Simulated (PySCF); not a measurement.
**Levels of Ni²³⁺ from EOM-EA-GCCSD**

Reference: closed-shell Ni²⁴⁺, [He] 2s2; one electron is added. Calculated with PySCF 2.14, two-component X2C-1e with screened spin-orbit coupling, an even-tempered Gaussian basis (17 s from 1.7 bohr⁻², ratio 2.6; 12 p from 2.2 bohr⁻², ratio 2.6; 7 d from 2.2 bohr⁻², ratio 2.8; 4 f from 45 bohr⁻², ratio 2.8); frozen nothing; the 34 highest virtual spinors dropped; of the others 50 kept and the rest restored at second order. No Breit or QED terms. Binding energies in eV.

```csv
level,Koopmans
2p1/2,2133.1
2p3/2,2112.0
```

(1) How does correlation move these levels?

For comparison, the ionisation energy of Ni²³⁺ is 2130.5 ± 0.9 eV (semi-empirical (NIST evaluation); NIST Atomic Spectra Database, ionization energies).

Only part of the computed levels is shown.

Answers

(1) 2p1/2: second order 2133.6, EOM-CCSD 2132.1; 2p3/2: second order 2112.6, EOM-CCSD 2111.6.
